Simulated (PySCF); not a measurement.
PySCF job for Si(H)3(nPr) (C3H10Si), SMILES CCC[SiH3], TDDFT-PBE/def2-SVPD. The structure is a stationary point at B3LYP-D3(BJ)/def2-SVP. One conformer was computed; it need not be the lowest.

```python
import numpy as np
from pyscf import gto, scf, dft, tdscf

mol = gto.M(
    atom='''
    Si    0.07506190    1.78967708   -0.00000000
    C    -0.58715048    0.01815804    0.00000000
    C     0.49708033   -1.06972380    0.00000000
    C    -0.07250892   -2.48866727   -0.00000000
    H    -1.04976857    2.77217457    0.00000000
    H     0.91757798    2.03330528    1.20988193
    H     0.91757797    2.03330528   -1.20988194
    H    -1.24383361   -0.10147484    0.88105902
    H    -1.24383362   -0.10147484   -0.88105901
    H     1.15133450   -0.93764343    0.88029324
    H     1.15133449   -0.93764345   -0.88029325
    H    -0.70141263   -2.66388012   -0.88872483
    H     0.72704392   -3.24686925   -0.00000000
    H    -0.70141262   -2.66388013    0.88872484
    ''',
    basis='def2-SVPD',
    charge=0,
    spin=0,
    symmetry=True,
    max_memory=1600,
    verbose=4,
)
mf = dft.RKS(mol, xc='pbe').density_fit(auxbasis='def2-universal-jkfit')
mf.grids.level = 3
mf.conv_tol = 1e-9
mf.max_cycle = 100
mf.kernel()
mf.grids = dft.Grids(mol).set(level=1).build(with_non0tab=True)  # coarser grid for the response kernel
td = tdscf.TDDFT(mf)
td.singlet = True
td.nstates = 10
td.conv_tol = 1e-4
td.positive_eig_threshold = 1e-6
td.kernel(x0=td.get_init_guess(mf, 15))
td.analyze()
tt = tdscf.TDA(mf)
tt.singlet = False
tt.nstates = 4
tt.conv_tol = 1e-4
tt.positive_eig_threshold = 1e-6
tt.kernel(x0=tt.get_init_guess(mf, 9))
tt.analyze(verbose=3)
```

Program output:

```
PySCF version 2.14.0

[INPUT] verbose = 4
[INPUT] num. atoms = 14
[INPUT] num. electrons = 42
[INPUT] charge = 0
[INPUT] spin (= nelec alpha-beta = 2S) = 0
[INPUT] symmetry True subgroup None
[INPUT] Mole.unit = angstrom
[INPUT] Symbol           X                Y                Z      unit          X                Y                Z       unit  Magmom
[INPUT]  1 Si     0.075061900000   1.789677080000   0.000000000000 AA    0.141846433389   3.381999532611   0.000000000000 Bohr   0.0
[INPUT]  2 C     -0.587150480000   0.018158040000   0.000000000000 AA   -1.109553601107   0.034313722559   0.000000000000 Bohr   0.0
[INPUT]  3 C      0.497080330000  -1.069723800000   0.000000000000 AA    0.939345685608  -2.021485010929   0.000000000000 Bohr   0.0
[INPUT]  4 C     -0.072508920000  -2.488667270000   0.000000000000 AA   -0.137022000388  -4.702899555469   0.000000000000 Bohr   0.0
[INPUT]  5 H     -1.049768570000   2.772174570000   0.000000000000 AA   -1.983775091476   5.238650706784   0.000000000000 Bohr   0.0
[INPUT]  6 H      0.917577980000   2.033305280000   1.209881930000 AA    1.733971080132   3.842390106832   2.286345490760 Bohr   0.0
[INPUT]  7 H      0.917577970000   2.033305280000  -1.209881940000 AA    1.733971061234   3.842390106832  -2.286345509657 Bohr   0.0
[INPUT]  8 H     -1.243833610000  -0.101474840000   0.881059020000 AA   -2.350504867429  -0.191759656134   1.664960247378 Bohr   0.0
[INPUT]  9 H     -1.243833620000  -0.101474840000  -0.881059010000 AA   -2.350504886326  -0.191759656134  -1.664960228480 Bohr   0.0
[INPUT] 10 H      1.151334500000  -0.937643430000   0.880293240000 AA    2.175706882763  -1.771889285198   1.663513132906 Bohr   0.0
[INPUT] 11 H      1.151334490000  -0.937643450000  -0.880293250000 AA    2.175706863866  -1.771889322992  -1.663513151803 Bohr   0.0
[INPUT] 12 H     -0.701412630000  -2.663880120000  -0.888724830000 AA   -1.325477771011  -5.034003855474  -1.679446528801 Bohr   0.0
[INPUT] 13 H      0.727043920000  -3.246869250000   0.000000000000 AA    1.373913889330  -6.135693644772   0.000000000000 Bohr   0.0
[INPUT] 14 H     -0.701412620000  -2.663880130000   0.888724840000 AA   -1.325477752114  -5.034003874371   1.679446547698 Bohr   0.0

nuclear repulsion = 166.496840517921
point group symmetry = Cs
symmetry origin: [-4.49934798e-10  4.49934735e-10  0.00000000e+00]
symmetry axis x: [ 1.00000000e+00  1.52629703e-09 -2.52967626e-10]
symmetry axis y: [ 1.52629703e-09 -1.00000000e+00  2.41591977e-10]
symmetry axis z: [2.52967625e-10 2.41591976e-10 1.00000000e+00]
num. orbitals of irrep A' = 103
num. orbitals of irrep A" = 61
number of shells = 74
number of NR pGTOs = 232
number of NR cGTOs = 164
basis = def2-SVPD
ecp = {}


[settings echo left out]
init E= -409.109764032219
HOMO (A') = -0.346599221707932  LUMO (A') = -0.0403977405060942  gap/eV = 8.33217
cycle= 1 E= -409.249617309174  delta_E= -0.14  |g|= 0.493  |ddm|= 4.34
HOMO (A') = -0.181831340991105  LUMO (A') = 0.0107625943924305  gap/eV = 5.24075
cycle= 2 E= -409.122921847618  delta_E= 0.127  |g|= 0.83  |ddm|= 1.55
HOMO (A') = -0.26767080405024  LUMO (A') = -0.0069877038664492  gap/eV = 7.09355
cycle= 3 E= -409.320015616152  delta_E= -0.197  |g|= 0.0631  |ddm|= 1.04
HOMO (A') = -0.26569653481839  LUMO (A') = -0.00800457200361659  gap/eV = 7.01216
cycle= 4 E= -409.321144593006  delta_E= -0.00113  |g|= 0.0276  |ddm|= 0.159
HOMO (A') = -0.26673852694305  LUMO (A') = -0.00846165117103981  gap/eV = 7.02807
cycle= 5 E= -409.321329598406  delta_E= -0.000185  |g|= 0.00777  |ddm|= 0.0411
HOMO (A') = -0.266543715377748  LUMO (A') = -0.00833222192892302  gap/eV = 7.02629
cycle= 6 E= -409.321345407812  delta_E= -1.58e-05  |g|= 0.00134  |ddm|= 0.0124
HOMO (A') = -0.266622112590016  LUMO (A') = -0.00833992693797825  gap/eV = 7.02822
cycle= 7 E= -409.321345858585  delta_E= -4.51e-07  |g|= 0.000463  |ddm|= 0.00266
HOMO (A') = -0.266588839670231  LUMO (A') = -0.00833107262517485  gap/eV = 7.02755
cycle= 8 E= -409.321345914182  delta_E= -5.56e-08  |g|= 0.000118  |ddm|= 0.000766
HOMO (A') = -0.266588564031758  LUMO (A') = -0.00833058110913232  gap/eV = 7.02756
cycle= 9 E= -409.321345917932  delta_E= -3.75e-09  |g|= 2.61e-05  |ddm|= 0.000252
HOMO (A') = -0.266592454001383  LUMO (A') = -0.00833247995223418  gap/eV = 7.02761
cycle= 10 E= -409.321345918177  delta_E= -2.45e-10  |g|= 4.86e-06  |ddm|= 6.17e-05
HOMO (A') = -0.266592146279095  LUMO (A') = -0.00833224844965574  gap/eV = 7.02761
Extra cycle  E= -409.321345918181  delta_E= -3.3e-12  |g|= 4.43e-06  |ddm|= 2.19e-05
converged SCF energy = -409.321345918181
tot grids = 46672
Overwritten attributes  positive_eig_threshold  of <class 'pyscf.tdscf.rks.CasidaTDDFT'>


******** <class 'pyscf.tdscf.rks.CasidaTDDFT'> for <class 'pyscf.df.df_jk.DFSymAdaptedRKS'> ********
nstates = 10 singlet
deg_eia_thresh = 1.000e-03
wfnsym = None
conv_tol = 0.0001
eigh lindep = 1e-12
eigh level_shift = 0
eigh max_cycle = 100


Excitation energies (eV)
[7.14527174 7.67722925 7.74262523 7.75580331 7.87482066 7.94826199
 8.09030158 8.12444423 8.27531205 8.30759057]

** Singlet excitation energies and oscillator strengths **
Excited State   1:   A'      7.14527 eV    173.52 nm  f=0.0290
      21 -> 22       -0.69892
Excited State   2:   A"      7.67723 eV    161.50 nm  f=0.0020
      20 -> 22       -0.69891
Excited State   3:   A'      7.74263 eV    160.13 nm  f=0.1197
      19 -> 22       -0.34312
      21 -> 23        0.59845
      21 -> 25       -0.13114
Excited State   4:   A'      7.75580 eV    159.86 nm  f=0.0260
      19 -> 22       -0.59268
      21 -> 23       -0.32750
      21 -> 24       -0.19332
Excited State   5:   A"      7.87482 eV    157.44 nm  f=0.0135
      18 -> 22       -0.69404
Excited State   6:   A'      7.94826 eV    155.99 nm  f=0.0035
      19 -> 22       -0.15377
      21 -> 24        0.56272
      21 -> 25        0.37630
Excited State   7:   A'      8.09030 eV    153.25 nm  f=0.0725
      17 -> 22        0.22848
      21 -> 23       -0.13833
      21 -> 24        0.34944
      21 -> 25       -0.52133
Excited State   8:   A"      8.12444 eV    152.61 nm  f=0.0005
      21 -> 26       -0.68943
Excited State   9:   A'      8.27531 eV    149.82 nm  f=0.0319
      17 -> 22       -0.63259
      21 -> 25       -0.16736
      21 -> 27        0.21713
Excited State  10:   A"      8.30759 eV    149.24 nm  f=0.0299
      18 -> 23        0.11621
      20 -> 23        0.69243

** Transition electric dipole moments (AU) **
state          X           Y           Z        Dip. S.      Osc.
  1         0.1234      0.3879      0.0000      0.1657      0.0290
  2        -0.0000     -0.0000      0.1029      0.0106      0.0020
  3         0.0286      0.7940     -0.0000      0.6313      0.1197
  4        -0.1673     -0.3295      0.0000      0.1366      0.0260
  5        -0.0000      0.0000     -0.2648      0.0701      0.0135
  6         0.0504      0.1239      0.0000      0.0179      0.0035
  7        -0.3725     -0.4767      0.0000      0.3660      0.0725
  8         0.0000      0.0000      0.0518      0.0027      0.0005
  9        -0.0263     -0.3960     -0.0000      0.1575      0.0319
 10        -0.0000     -0.0000     -0.3832      0.1468      0.0299

** Transition velocity dipole moments (imaginary part, AU) **
state          X           Y           Z        Dip. S.      Osc.
  1         0.0324      0.1046     -0.0000      0.0120      0.0304
  2         0.0000      0.0000      0.0315      0.0010      0.0023
  3         0.0099      0.2323     -0.0000      0.0540      0.1266
  4        -0.0505     -0.0967      0.0000      0.0119      0.0278
  5        -0.0000     -0.0000     -0.0822      0.0068      0.0156
  6         0.0116      0.0392      0.0000      0.0017      0.0038
  7        -0.1137     -0.1483      0.0000      0.0349      0.0783
  8         0.0000      0.0000      0.0210      0.0004      0.0010
  9        -0.0067     -0.1242     -0.0000      0.0155      0.0339
 10         0.0000     -0.0000     -0.1228      0.0151      0.0330

** Transition magnetic dipole moments (imaginary part, AU) **
state          X           Y           Z
  1         0.0000      0.0000      0.6490
  2        -0.7657      0.8169      0.0000
  3         0.0000     -0.0000     -0.2372
  4        -0.0000      0.0000     -1.0211
  5         0.9034      0.0052     -0.0000
  6        -0.0000     -0.0000     -0.2594
  7         0.0000      0.0000     -0.4272
  8         0.3861     -0.0956      0.0000
  9         0.0000      0.0000      0.1626
 10         0.1344      0.0192     -0.0000
Overwritten attributes  positive_eig_threshold  of <class 'pyscf.tdscf.rks.TDA'>


******** <class 'pyscf.tdscf.rks.TDA'> for <class 'pyscf.df.df_jk.DFSymAdaptedRKS'> ********
nstates = 4 triplet
deg_eia_thresh = 1.000e-03
wfnsym = None
conv_tol = 0.0001
eigh lindep = 1e-12
eigh level_shift = 0
eigh max_cycle = 100


Excitation energies (eV)
[6.85245574 7.44375161 7.4919941  7.53655083]

** Triplet excitation energies and oscillator strengths **
Excited State   1:   A'      6.85246 eV    180.93 nm  f=0.0000
Excited State   2:   A"      7.44375 eV    166.56 nm  f=0.0000
Excited State   3:   A'      7.49199 eV    165.49 nm  f=0.0000
Excited State   4:   A'      7.53655 eV    164.51 nm  f=0.0000
```

The run converged.

Cost: very roughly 100 core-seconds.
